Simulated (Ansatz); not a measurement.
[34]annulene (C₃₄H₃₄), relaxed as a singlet with RKS PBE-D4/def2-SVP in Ansatz, starting from the GFN2-xTB geometry. Force threshold 0.03 eV/Å.

Single mean-field runs in def2-SVP are fitted with def2-universal-jkfit. The restricted singlet is unstable towards broken spin symmetry at other levels; at PBE-D4/def2-SVP this wasn't settled.

Start:

Cartesian coordinates in Å:
```
C 3.033 3.190 3.509
C 3.919 2.069 3.492
C 3.662 0.838 3.988
C 2.435 0.296 4.506
C 1.165 0.441 4.056
C 0.758 1.132 2.879
C -0.486 1.133 2.334
C -1.625 0.413 2.791
C -2.800 0.323 2.120
C -3.120 1.047 0.932
C -3.985 0.668 -0.035
C -4.765 -0.531 -0.057
C -5.141 -1.184 -1.181
C -4.702 -0.835 -2.494
C -4.746 -1.639 -3.577
C -5.351 -2.936 -3.657
C -4.889 -3.921 -4.455
C -3.688 -3.874 -5.246
C -2.478 -3.339 -4.953
C -1.926 -2.852 -3.723
C -2.367 -3.095 -2.464
C -1.742 -2.676 -1.252
C -0.562 -2.015 -1.114
C -0.019 -1.667 0.149
C 1.164 -1.032 0.384
C 2.109 -0.617 -0.586
C 3.196 0.156 -0.316
C 4.145 0.489 -1.316
C 5.160 1.396 -1.292
C 5.477 2.435 -0.371
C 4.716 2.986 0.609
C 5.151 4.151 1.306
C 4.490 4.816 2.282
C 3.322 4.415 3.013
H 2.108 3.068 4.057
H 4.921 2.266 3.130
H 4.506 0.158 4.066
H 2.581 -0.384 5.340
H 0.393 -0.083 4.603
H 1.531 1.667 2.346
H -0.606 1.678 1.409
H -1.516 -0.171 3.694
H -3.544 -0.370 2.490
H -2.568 1.962 0.765
H -4.059 1.302 -0.909
H -5.033 -0.959 0.900
H -5.732 -2.085 -1.082
H -4.193 0.112 -2.602
H -4.234 -1.308 -4.473
H -6.242 -3.114 -3.068
H -5.482 -4.822 -4.565
H -3.783 -4.345 -6.221
H -1.766 -3.323 -5.772
H -1.008 -2.289 -3.842
H -3.258 -3.696 -2.341
H -2.272 -2.937 -0.344
H 0.007 -1.748 -1.992
H -0.616 -1.936 1.012
H 1.418 -0.809 1.413
H 1.952 -0.924 -1.611
H 3.356 0.506 0.694
H 4.061 -0.097 -2.225
H 5.832 1.363 -2.145
H 6.442 2.900 -0.550
H 3.726 2.613 0.825
H 6.066 4.597 0.932
H 4.858 5.801 2.546
H 2.644 5.225 3.257
```

| step | energy (eV) | largest force component (eV/Å) | SCF passes |
| --- | --- | --- | --- |
| 1 | -35734.8937 | 0.827 | 23 |
| 2 | -35735.4842 | 0.346 | 22 |
| 3 | -35735.5437 | 0.257 | 23 |
| 4 | -35735.5743 | 0.140 | 23 |
| 5 | -35735.5907 | 0.081 | 22 |
| 6 | -35735.5987 | 0.100 | 23 |
| 7 | -35735.6059 | 0.096 | 22 |
| 8 | -35735.6109 | 0.054 | 22 |
| 9 | -35735.6162 | 0.047 | 21 |
| 10 | -35735.6191 | 0.041 | 22 |
| 11 | -35735.6205 | 0.034 | 23 |
| 12 | -35735.6215 | 0.030 | 23 |
| 13 | -35735.6222 | 0.023 | 23 |
| 14 | -35735.6227 | 0.015 | 23 |
| 15 | -35735.6230 | 0.018 | 23 |

Force components are those of the run's own axes.

End:

```xyz
68

C     3.341    3.056    3.898
C     4.069    1.842    3.649
C     3.666    0.560    3.953
C     2.384    0.064    4.408
C     1.100    0.430    4.058
C     0.705    1.378    3.052
C    -0.553    1.492    2.497
C    -1.722    0.731    2.844
C    -2.819    0.540    2.026
C    -2.957    1.065    0.697
C    -3.803    0.608   -0.291
C    -4.748   -0.472   -0.198
C    -5.230   -1.194   -1.272
C    -4.806   -1.014   -2.633
C    -4.918   -1.930   -3.655
C    -5.563   -3.212   -3.625
C    -5.129   -4.290   -4.371
C    -3.916   -4.393   -5.145
C    -2.639   -3.879   -4.946
C    -1.991   -3.260   -3.820
C    -2.449   -3.188   -2.517
C    -1.796   -2.612   -1.378
C    -0.597   -1.925   -1.306
C    -0.111   -1.395   -0.075
C     1.055   -0.675    0.153
C     2.031   -0.279   -0.803
C     3.118    0.527   -0.504
C     4.089    0.906   -1.476
C     5.147    1.798   -1.378
C     5.539    2.721   -0.351
C     4.892    3.127    0.802
C     5.423    4.175    1.623
C     4.883    4.740    2.764
C     3.752    4.330    3.562
H     2.429    2.970    4.512
H     5.098    1.960    3.269
H     4.453   -0.213    3.897
H     2.454   -0.819    5.069
H     0.294   -0.160    4.524
H     1.494    2.004    2.608
H    -0.641    2.182    1.643
H    -1.715    0.188    3.804
H    -3.605   -0.141    2.392
H    -2.247    1.851    0.396
H    -3.677    1.073   -1.282
H    -5.053   -0.803    0.809
H    -5.897   -2.045   -1.054
H    -4.221   -0.108   -2.859
H    -4.355   -1.708   -4.578
H    -6.453   -3.348   -2.987
H    -5.800   -5.167   -4.425
H    -4.008   -5.034   -6.042
H    -1.957   -4.046   -5.800
H    -0.987   -2.855   -4.035
H    -3.419   -3.659   -2.301
H    -2.347   -2.714   -0.426
H    -0.002   -1.774   -2.224
H    -0.753   -1.572    0.805
H     1.237   -0.354    1.191
H     1.912   -0.605   -1.853
H     3.231    0.869    0.540
H     3.987    0.401   -2.454
H     5.800    1.830   -2.267
H     6.500    3.231   -0.551
H     3.914    2.703    1.074
H     6.342    4.651    1.236
H     5.354    5.684    3.092
H     3.191    5.157    4.034
```

By distances, no bond broke or formed. The bond that changes most is C18–C19, from 1.35 to 1.39 Å (atoms count from 1).

The force fell under the threshold at step 12, but the optimiser went on. No frequencies were taken in this run, so the end may be a saddle point.

Run time 95 s (2 threads of AMD EPYC 7R13 on a shared host and a share (18 GiB) of an NVIDIA H100 80GB HBM3), peak host memory 1.1 GiB.
